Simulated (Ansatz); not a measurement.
Si(SH)Cl3 (SiHSCl₃). Charge 0, multiplicity 1. Geometry PBE0-D4/def2-SVP.

```xyz
6

Si    0.279    0.215   -0.231
S    -1.705   -0.426    0.113
H    -1.377   -1.120    1.226
Cl    0.226    1.348   -1.927
Cl    1.566   -1.355   -0.497
Cl    1.011    1.338    1.316
```

LC-ωPBE has ω = 0.4 bohr⁻¹.

**Question.** Estimate the orbital energies around the gap (eV) in Ansatz with LDA (SPW92)/def2-TZVP, PBE-D4/def2-SVP, BLYP-D4/def2-TZVP, r2SCAN-D4/def2-TZVP, LC-ωPBE/def2-TZVP.

**Answer.** 
```
orbital  LDA (SPW92)/def2-TZVP  PBE-D4/def2-SVP  BLYP-D4/def2-TZVP  r2SCAN-D4/def2-TZVP  LC-ωPBE/def2-TZVP
 HOMO−5                  -9.03            -8.67              -8.67                -9.28             -13.28
 HOMO−4                  -8.54            -8.21              -8.20                -8.79             -12.70
 HOMO−3                  -8.50            -8.18              -8.18                -8.74             -12.59
 HOMO−2                  -8.36            -8.05              -8.04                -8.60             -12.30
 HOMO−1                  -8.08            -7.75              -7.76                -8.33             -12.21
   HOMO                  -7.07            -6.78              -6.74                -7.25             -10.99
   LUMO                  -1.94            -1.30              -1.57                -1.39               1.64
 LUMO+1                  -1.25            -0.67              -0.94                -0.69               2.25
 LUMO+2                  -0.74            -0.02              -0.30                -0.08               2.69
 LUMO+3                  -0.62             0.18              -0.13                -0.02               2.86
 LUMO+4                  -0.42             0.49               0.08                 0.22               3.12
 LUMO+5                   2.21             3.48               2.61                 3.06               5.70
```
